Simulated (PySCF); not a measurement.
## Germanium: a sound run and one with changed settings

Sound run: Ge [Ar] 3d10 4s2 4p2, Ge⁺ [Ar] 3d10 4s2 4p1. Computed with PySCF 2.14 in x2c-TZVPall (6s5p4d1f, 48 functions), with scalar relativity by spin-free X2C-1e. The sound run starts from symmetry-adapted Hartree-Fock orbitals and uses a fine grid where one is needed.

A second run was set up differently.

| species | method | sound run (hartree) | changed run (hartree) | converged |
| --- | --- | --- | --- | --- |
| Ge | UHF | -2097.04821 | -2097.04821 | yes |
| Ge | M06-L | -2098.63153 | -2098.63417 | yes |
| Ge | PBE | -2098.42325 | -2098.42381 | yes |
| Ge⁺ | UHF | -2096.77574 | -2096.77574 | yes |
| Ge⁺ | M06-L | -2098.35007 | -2098.35102 | yes |
| Ge⁺ | PBE | -2098.13357 | -2098.13357 | yes |

Ionisation energy of Ge:

| method | sound run (eV) | changed run (eV) |
| --- | --- | --- |
| UHF | 7.414 | 7.414 |
| M06-L | 7.659 | 7.705 |
| PBE | 7.882 | 7.898 |

(1) What was changed?
A. minimal basis
B. angular grid far too coarse
C. level shift left on
D. basis contracted for another Hamiltonian

## Answers

(1) B. It used 14 angular points. A coarse angular grid integrates products of high-l functions wrongly, so density functionals can shift, and the SCF can exploit the error; Hartree-Fock and MP2 need no grid.
